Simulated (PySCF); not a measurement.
C₂H₇ClOSi₂, SMILES C=C([SiH3])O[SiH2]Cl. Atoms are numbered in the order given.

```xyz
13

C     -1.1223     0.4779     1.3722
C     -1.1532    -0.2386     0.2383
Si    -2.6958    -1.0843    -0.4513
O     -0.0549    -0.4371    -0.5701
Si     1.5672    -0.3724    -0.1865
Cl     2.1965     1.5793     0.1382
H     -0.2204     0.9856     1.7270
H     -2.0301     0.5908     1.9674
H     -2.4566    -2.5524    -0.5548
H     -3.8422    -0.8195     0.4623
H     -2.9936    -0.5542    -1.8117
H      1.8204    -1.1406     1.0568
H      2.2754    -0.9020    -1.3697
```

Geometry: B3LYP-D3(BJ)/def2-SVP. This is a generated structure with no PubChem entry under its InChIKey; it may be hypothetical. One conformer was computed; it need not be the lowest.

Computed with PBE/pcSseg-1 in PySCF.

GIAO shieldings, no solvent; atoms listed in one row are averaged. δ = σ(ref) − σ: ¹³C against TMS (σ = 182.0 ppm); ²⁹Si against TMS (σ = 335.4 ppm); ¹⁷O against H2O (σ = 334.3 ppm); ³⁵Cl against HCl (σ = 936.5 ppm); ¹H against TMS (σ = 31.49 ppm), references at their B3LYP-D3(BJ)/def2-TZVP geometries, non-relativistic (without spin–orbit terms, shifts of atoms bonded to Cl or Br come out too high).

Computed chemical shifts:
| nucleus | atoms | count | δ (ppm) |
|---|---|---|---|
| ¹³C | C2 | 1 | 169.0 |
| ¹³C | C1 | 1 | 116.2 |
| ²⁹Si | Si5 | 1 | -14.1 |
| ²⁹Si | Si3 | 1 | -73.3 |
| ¹⁷O | O4 | 1 | 172.1 |
| ³⁵Cl | Cl6 | 1 | 79.3 |
| ¹H | H12 | 1 | 5.99 |
| ¹H | H13 | 1 | 5.79 |
| ¹H | H7 | 1 | 5.75 |
| ¹H | H8 | 1 | 5.42 |
| ¹H | H9, H10, H11 | 3 | 4.47 |
